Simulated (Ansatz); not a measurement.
Consider the hydrogenolysis of a Ge–Ga bond: `[SiH3][GeH2][GaH2]` + H₂ → `[SiH3][GeH3]` + `[GaH3]`.

Gas-phase electronic energies from Ansatz, PBE0-D4/def2-TZVP geometries. CCSD(T)/CBS adds triple-zeta CCSD(T) − MP2 to the extrapolated MP2 energy (def2 sets, frozen cores). This one scheme is used for every species. Functionals use def2-TZVPP. HSE06 is defined as in plane-wave codes. For Ga, Ge outer-core shells are correlated without core-valence functions, which leaves a few kJ/mol of doubt a bond. Scalar relativity is left out up to krypton.

```
             level  ΔE (eV)
          HSE06-D4     0.32
          BHLYP-D4     0.24
           ωB97X-V     0.20
           r2SCANh     0.29
             HSE06     0.27
           LC-ωPBE     0.16
CCSD(T)/def2-TZVPP     0.27
      HF/CBS(def2)    -0.05
```

Question: What does CCSD(T)/CBS give? (An estimate is asked.)

Answer: Computed: +0.32 eV. The listed levels differ from it by 0.00, -0.08, -0.12, -0.03, -0.05, -0.16, -0.05, -0.37 eV.

Largest T1 diagnostic among the species: 0.013.

From PBE to PBE0 (25 % exact exchange), in def2-TZVPP and without D4, ΔE moves by −0.05 eV. In def2-TZVPP, CCSD(T) changes the Hartree–Fock value by +0.30 eV (the triples alone add +0.05 eV) and MP2 by +0.36 eV. Leaving LDA and LC-ωPBE aside and taking each functional with its dispersion term where it has one, the values, not all of them listed here, spread over 0.29 eV, from B97M-V to revPBE-D4.
